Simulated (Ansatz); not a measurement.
`OC[SiH](O)S`. The species carries charge 0 and has multiplicity 1. Geometry: relaxed with PBE0-D4/def2-TZVP. It is one conformer, not always the lowest.

```xyz
11

O    -1.487   -0.893   -0.719
C    -0.478   -0.024   -1.232
Si    0.774    0.312    0.131
O     1.328   -1.098    0.759
S    -0.386    1.416    1.565
H    -1.911   -0.450    0.023
H    -0.906    0.891   -1.663
H     0.006   -0.563   -2.051
H     1.979    1.062   -0.289
H     0.660   -1.778    0.879
H     0.421    1.126    2.598
```

Task: What is the dipole moment at B3LYP/def2-TZVPP? (Estimate.)

Result: Computed: 0.28 D, with components (-0.13, 0.21, 0.14) D in this frame, pointing from negative to positive charge.

Task: And with PBE, r2SCAN, ωB97M-V? (Best estimate.)

Result: The calculation gave: PBE 0.26 D, r2SCAN 0.24 D, ωB97M-V 0.28 D.

Task: Give the Mulliken charges with B3LYP, r2SCAN, PBE in def2-TZVPP. (Estimate.)

Result: Ansatz gave: 
| atom | B3LYP | r2SCAN | PBE |
| --- | --- | --- | --- |
| O1 | -0.35 | -0.37 | -0.31 |
| C2 | -0.10 | -0.04 | -0.11 |
| Si3 | 0.54 | 0.55 | 0.44 |
| O4 | -0.39 | -0.41 | -0.35 |
| S5 | -0.31 | -0.32 | -0.30 |
| H6 | 0.19 | 0.20 | 0.19 |
| H7 | 0.10 | 0.07 | 0.10 |
| H8 | 0.10 | 0.07 | 0.10 |
| H9 | -0.08 | -0.09 | -0.07 |
| H10 | 0.20 | 0.21 | 0.20 |
| H11 | 0.12 | 0.12 | 0.13 |

B3LYP here is the variant with VWN-RPA as its local correlation; programs differ in this.
